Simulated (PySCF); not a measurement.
Compound: H6N2SSi2.
Bonds: S1–Si2, Si2–N3, N3–Si4, Si4–N5, Si2–N5. Hydrogens: H6 on S1; H7 on Si2; H8 on N3; H9, H10 on Si4; H11 on N5.

Theory: PySCF, PBE0-D3(BJ)/def2-SVP geometry optimisation, gas phase.

(1) List the bond lengths, angles and torsions at this level.

Answers

(1) 
```
          bond  length (Å)
        S1–Si2       2.140
Si2–N3, Si2–N5       1.742
N3–Si4, Si4–N5       1.747
         S1–H6       1.352
        Si2–H7       1.490
 N3–H8, N5–H11       1.009
        Si4–H9       1.498
       Si4–H10       1.496
```

Bonds in one row agree within 0.01 Å and their mean is given. A selection of angles:
```
     angle  degrees
 Si2–S1–H6     94.1
 S1–Si2–N3    117.3
 S1–Si2–H7    102.0
 N3–Si2–N5     86.5
 N3–Si2–H7    117.3
Si2–N3–Si4     93.7
 Si2–N3–H8    132.5
 Si4–N3–H8    133.8
 N3–Si4–N5     86.1
 N3–Si4–H9    115.7
N3–Si4–H10    115.6
H9–Si4–H10    107.3
```

Dihedral angles: S1–Si2–N3–Si4 -119° (anticlinal); Si2–N3–Si4–N5 0° (synperiplanar); N3–Si4–N5–Si2 0° (synperiplanar); S1–Si2–N5–Si4 119° (anticlinal); H6–S1–Si2–N3 50° (synclinal).

The 4-membered ring Si2–N3–Si4–N5 has internal angles of 86.1° to 93.7°; it is planar, 0.00 Å rms from its mean plane, widest ring torsion 0°. N3 (nitrogen bridging silicon atoms) is planar (angles 133.8°, 132.5° and 93.7°, sum 360.0°, 0.01 Å off the plane of its three neighbours). Si2 (SiH silicon) has angles from 86.5° to 117.3°. Si4 (SiH2 silicon) has angles from 86.1° to 115.7°.

Point group: Cs (every atom within 0.08 Å of its image). Stationary, but not proved a minimum. The numbers are those of one conformer (H–S1–Si2–N3 50°).
